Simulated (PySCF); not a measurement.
A PySCF script (with the pyscf-properties extension) for the NMR shieldings of SMILES [SiH3]O[C@]1(CCl)CCO1, C₄H₉ClO₂Si, on a GFN2-xTB geometry:

```python
import basis_set_exchange as bse
import numpy as np
from pyscf import gto, dft
from pyscf.prop import nmr

atoms = """
Si    2.271577   -0.749820   -0.015259
O     1.155853    0.301732    0.572251
C    -0.090801    0.420120    0.016081
C    -0.330601    1.904760   -0.249021
Cl   -1.947357    2.199877   -0.895386
C    -1.204558   -0.359743    0.738624
C    -1.311354   -1.136682   -0.574100
O    -0.240616   -0.379436   -1.153879
H     3.307219   -0.453804    0.963667
H     1.795442   -2.131995    0.070194
H     2.634602   -0.425172   -1.390473
H     0.394398    2.252788   -0.985115
H    -0.224444    2.461472    0.681894
H    -2.076971    0.222850    1.018719
H    -0.831368   -0.928336    1.585504
H    -2.239466   -0.986623   -1.130077
H    -1.068552   -2.199958   -0.526077
"""
names = dict.fromkeys(["Si", "O", "C", "Cl", "H"], "pcSseg-1")
basis = {el: gto.basis.parse(bse.get_basis(n, elements=[el], fmt="nwchem")) for el, n in names.items()}
mol = gto.M(atom=atoms, basis=basis, charge=0, verbose=0)
mf = dft.RKS(mol, xc="PBE0")
mf.grids.level = 2
mf.grids.alignment = dft.numint.BLKSIZE   # the property module wants whole blocks of grid points
mf.conv_tol = 1e-9
mf.kernel()

calc = nmr.RKS(mf)   # GIAO
C = mf.mo_coeff
Co = C[:, mf.mo_occ > 0]
resp = mf.gen_response(singlet=True, hermi=2)
def vind(x):   # induced exchange potential for any number of trial vectors
    d = np.einsum("pi,xij,qj->xpq", C, 2 * x.reshape(-1, C.shape[1], Co.shape[1]), Co, optimize=True)
    return np.einsum("xpq,pi,qj->xij", resp(d - d.transpose(0, 2, 1)), C, Co, optimize=True).ravel()
mo1, _ = nmr.rhf.solve_mo1(calc, with_cphf=vind)
sigma = calc.kernel(mo1)
for i, s in enumerate(sigma):   # ppm
    w = np.linalg.eigvalsh((s + s.T) / 2)
    print("%2d %-2s iso %8.1f  s11 %8.1f  s22 %8.1f  s33 %8.1f" % (i, mol.atom_pure_symbol(i), w.mean(), *w))
```

Task: What are the results?

Result: 
```
 0 Si iso    394.4  s11    356.6  s22    372.7  s33    453.7
 1 O  iso    242.9  s11    192.5  s22    235.3  s33    300.9
 2 C  iso     78.7  s11     62.7  s22     83.5  s33     89.8
 3 C  iso    132.0  s11    105.1  s22    135.4  s33    155.3
 4 Cl iso    899.1  s11    756.1  s22    840.8  s33   1100.5
 5 C  iso    152.4  s11    130.3  s22    146.4  s33    180.3
 6 C  iso    121.7  s11     90.3  s22    107.8  s33    167.0
 7 O  iso    240.0  s11    167.8  s22    218.9  s33    333.4
 8 H  iso     27.1  s11     23.4  s22     25.2  s33     32.5
 9 H  iso     26.8  s11     23.2  s22     25.6  s33     31.5
10 H  iso     26.9  s11     23.1  s22     25.3  s33     32.2
11 H  iso     28.2  s11     22.3  s22     28.5  s33     33.7
12 H  iso     28.3  s11     22.0  s22     28.9  s33     34.0
13 H  iso     28.4  s11     24.1  s22     29.3  s33     31.8
14 H  iso     29.2  s11     26.0  s22     27.9  s33     33.7
15 H  iso     27.1  s11     23.6  s22     25.7  s33     31.9
16 H  iso     27.2  s11     23.9  s22     25.0  s33     32.8
```

These numbers come from an equivalent density-fitted implementation of the same equations, which agrees with the script to about 0.01 ppm for H and up to a few tenths of a ppm for heavy atoms, so last digits may differ.

Task: Turn these shieldings into chemical shifts. Chemical shifts δ = σref − σ; TMS for $^{29}$Si (σ = 349.16 ppm) and $^{13}$C (σ = 186.93 ppm) and $^{1}$H (σ = 31.72 ppm); $^{17}$O (σ = 336.08 ppm) vs H2O; HCl for $^{35}$Cl (σ = 949.78 ppm), all at this level.

Result: Averaging equivalent atoms: Si 0: -45.2; O 7: 96.0; O 1: 93.2; C 2: 108.3; C 6: 65.2; C 3: 55.0; C 5: 34.6; Cl 4: 51; H 8/9/10: 4.82; H 15: 4.65; H 16: 4.51; H 11: 3.54; H 12: 3.44; H 13: 3.31; H 14: 2.51 ppm. Experimental scales use liquid or dissolved standards, which lie at an offset from isolated H2O (liquid H2O: subtract about 36 ppm).

Size and cost of the density-fitted run: 195 basis functions, 110 s wall time (86 s CPU) on 1 thread of an Intel Xeon, shared host; peak memory 0.79 GiB.
